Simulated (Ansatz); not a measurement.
Ansatz (a program for electronic structure) input:

Ansatz 0.2 input:
```yaml
crystal:
  periodic: [false, false, false]
  atoms:
    - {symbol: O, position_ang: [-1.07650537, 0.50257795, 0.25892000]}
    - {symbol: C, position_ang: [-0.19323130, -0.40550823, -0.11439835]}
    - {symbol: O, position_ang: [1.15931922, -0.02806309, -0.16211877]}
    - {symbol: H, position_ang: [-0.45136067, -0.82467520, -1.10735339]}
    - {symbol: H, position_ang: [-0.32380733, -1.26598751, 0.59018815]}
    - {symbol: H, position_ang: [1.27204489, 0.72759333, 0.42914546]}
basis:
  gaussian:
    orbitals: STO-3G
magnetization: {spin_polarized: true, initial_magnetization: 1}
correlation: {method: ccsd_t, electrons: outside_noble_gas}
```

**Question.** Which total energy does the run end on?

**Answer.** -186.91433 Eh (CCSD(T)/STO-3G). The basis has 18 functions.

It need not be the lowest isomer of its formula.
